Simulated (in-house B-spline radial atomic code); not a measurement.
A calculation on O V (O4+) (an excited or competing configuration): its settings, and results tabulated from the run. All numbers are computed (non-relativistic HSE06, spin-polarised, spherical fractional occupations; point nucleus) with an all-electron radial atomic-structure program (B-spline basis), not measured.

In the input, 3d5,1 would mean five up and one down electron.

Command:
```bash
python run_scf.py task.json out
```
Settings:
```
Z                8
configuration    1s2 2s0,1 2p0,1
hamiltonian      nr
method           hse06
spin_polarised   True
```

Output (hartree, bohr):
```
 radial grid: 38 intervals, B-splines of order 8, outer radius 8.5106 bohr

 iter        energy (Eh)    residual
    1         -67.253959    3.97e-01
    2         -67.914658    2.29e-02
    3         -67.918062    1.06e-02
    4         -67.918781    4.86e-03
    5         -67.918975    4.09e-04
    6         -67.918976    1.27e-05
    7         -67.918976    2.17e-07
    8         -67.918976    5.52e-09

 total energy                       -67.91898
 kinetic                              67.8378
 electron-nucleus                   -146.8003
 Hartree                              17.1379
 exact exchange                       -1.4060
 exchange-correlation                 -4.6885

 orbital      occ     eigenvalue          <r>       <r^2>       <1/r>     <1/r^3>     <1/r^2>       r_max
 1s up      1.000       -23.0590     0.198382   0.0530036     7.65313           -     118.837      0.1292
 1s down    1.000       -23.1806     0.198709   0.0532402     7.64755           -     118.736      0.1291
 2s down    1.000        -3.9340     0.927462     1.00807     1.57119           -     10.1724      0.7807
 2p down    1.000        -3.3099     0.860691    0.900535     1.47816     9.43536     2.98972      0.6764
```

Run time, properties included: 0.07 s on 1 thread of Arm Neoverse V1, with other jobs on the host.

Caution: exact exchange at fractional occupations of open shells leaves self-interaction of up to several eV.
